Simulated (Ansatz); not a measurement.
Isolated molecules relaxed with PBE0-D4/def2-TZVP in Ansatz; ΔE leaves out vibrations. CBS: MP2 limit from def2 TZ/QZ plus the TZ coupled-cluster correction, frozen cores. This one scheme is used for every species. Functionals use def2-TZVPP. B3LYP here is the variant with VWN-RPA as its local correlation; programs differ in this. Elements past krypton have def2 core potentials. For Te outer-core shells are correlated without core-valence functions, which leaves a few kJ/mol of doubt a bond. One conformer a species, not always the lowest.

Consider the formal exchange of groups at the Si–C bond: `[SiH3][SiH2]C[TeH]` + CH₃NH₂ → `N[SiH2][SiH3]` + `CC[TeH]`.

```tsv
level	ΔE (kJ/mol)	difference from CCSD(T)/CBS
r2SCAN-D4	-74.8	-2.1
PBE0-D4	-68.5	4.2
B3LYP-D4	-73.7	-1.0
ωB97X-V	-73.2	-0.5
ωB97M-V	-73.0	-0.3
B2PLYP	-79.6	-6.9
r2SCAN	-76.1	-3.4
B3LYP	-81.7	-9.0
SCS-MP2/def2-TZVPP	-76.7	-4.0
MP2/CBS(def2)	-74.7	-2.0
CCSD(T)/CBS	-72.7	0
```

Largest T1 diagnostic among the species: 0.012.

In def2-TZVPP, CCSD(T) changes the Hartree–Fock value by +15.0 kJ/mol (the triples alone add +2.7 kJ/mol) and MP2 by +13.0 kJ/mol. The D4 term adds +8.0 kJ/mol with B3LYP and +4.6 kJ/mol with PBE0; it sums over pairs of atoms, weighted by their polarisabilities, and B3LYP, whose exchange is more repulsive, gets the larger term.
